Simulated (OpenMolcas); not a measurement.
# Mn4+: effect of correlating more closed shells

```
Program             : OpenMolcas
Basis               : ANO-L-VTZP [6s5p3d2f1g]
Scalar Hamiltonian  : non-relativistic, point nucleus
Active space        : 3 electrons in 5 orbitals (3d)
State averaging     : 2S+1 = 4 even, 10 roots; 2S+1 = 2 even, 40 roots
Spin-orbit coupling : state interaction with AMFI integrals over the reference wave functions, term energies averaged over their components
```

Methods on the same reference wave functions:
A. CASSCF
B. MS-CASPT2, IPEA 0.25 Eh, imaginary shift 0.1 Eh (closed shells correlated: 3s 3p)
C. MS-CASPT2, IPEA 0.25 Eh, imaginary shift 0.1 Eh (closed shells correlated: 2s 2p 3s 3p)

Energies in cm-1 above 3d3 4F 3/2, the measured ground level; measured values from Corliss and Sugar, J. Phys. Chem. Ref. Data 6, 1253 (1977).

| Level | A | B | C | Measured |
| --- | --- | --- | --- | --- |
| 3d3 4F 3/2 | 0.0 | 0.0 | 0.0 | 0.0 |
| 3d3 4F 5/2 | 388 | 391 | 392 | 359 |
| 3d3 4F 7/2 | 917 | 921 | 921 | 835 |
| 3d3 4F 9/2 | 1571 | 1573 | 1574 | 1412 |
| 3d3 4P 1/2 | 20536 | 17390 | 17300 | 16434 |
| 3d3 4P 3/2 | 20692 | 17540 | 17450 | 16595 |
| 3d3 2G 7/2 | 20973 | 18400 | 18380 | 17892 |
| 3d3 4P 5/2 | 21159 | 18010 | 17920 | 17049 |
| 3d3 2G 9/2 | 21508 | 18950 | 18930 | 18399 |
| 3d3 2P 1/2 | 27650 | 23960 | 23880 | 23082 |
| 3d3 2H 9/2 | 27719 | 25920 | 25950 | 24975 |
| 3d3 2P 3/2 [63 %] | 27782 | 23830 | 23730 | 22919 |
| 3d3 2H 11/2 | 28119 | 26330 | 26360 | 25334 |
| 3d3 2D 3/2(1) [65 %] | 30260 | 25680 | 25570 | 24670 |
| 3d3 2D 5/2(1) | 30545 | 25700 | 25580 | 24630 |
| 3d3 2F 7/2 | 47588 | 41970 | 41870 | 40423 |
| 3d3 2F 5/2 | 47822 | 42200 | 42100 | 40707 |
| 3d3 2D 5/2(2) | 74264 | 65740 | 65540 | 62608 |
| 3d3 2D 3/2(2) | 74543 | 66020 | 65820 | 62854 |

Deviations, from unrounded energies. A percentage is the sum of absolute deviations over the sum of measured energies, with the sign that they share, or ± where signs differ.

| Against measurement | Levels | A | B | C |
| --- | --- | --- | --- | --- |
| mean absolute deviation (cm-1) | 18 | 4600 | 1100 | 1000 |
| fine structure of the ground term (%) | 3 | +10.4 | +10.7 | +10.8 |
| other terms of the ground configuration (%) | 15 | +18.8 | +4.4 | +4.1 |

C lies closest to measurement on these levels and A furthest from it. The largest miss of C in the table is 3d3 2D 3/2(2), by +3000 cm-1. The ranking rests on the paired levels alone, and a cruder setting can come out closer through cancelling errors.

Between B and C the level of the table that moves most is 3d3 2D 5/2(2), by 200 cm-1 (lowest in C, highest in B). Moves below CASPT2's spread within the term are not significant.

The mean deviations of B to C differ by less than CASPT2's widest spread within a term (910 cm-1), so their order carries little weight.

From A to B the spin-free energies of the other terms of 3d3 shown, above 4F, scale by factors of 0.83 to 0.93, as is usual when dynamic correlation screens the repulsion within a d or f shell.

The lowest spin-free term lies below A's lowest term by 0.273 hartree in B, 0.297 hartree in C.

What an inner shell adds also hangs on whether the basis holds functions to correlate it.

CASPT2 breaks the degeneracy within a term, and the mean is taken; among the terms shown or strongly mixed into the levels shown the widest spread is 910 cm-1 (3d3 4F, C). Without dynamic correlation excited terms often stand tens of per cent too high (terms of higher spin than the ground term too low), and those without a measured partner can miss by more than the paired ones (holds for A). Some levels mix across a computed gap that differs much from the measured one, so their mixing is not that of the real levels (holds for A). Computed and measured levels are paired by configuration, term and J; levels that our copy of the source lacks, or whose pairing is in doubt (as where it misses far off the trend of its configuration), stay unpaired and out of the deviations. Levels of configurations outside the active space are missing.

A share in square brackets marks a mixed level and gives the weight of the term that names it, the lowest over the columns. A number in round brackets counts repeated terms of one configuration in the order of the reference energies.
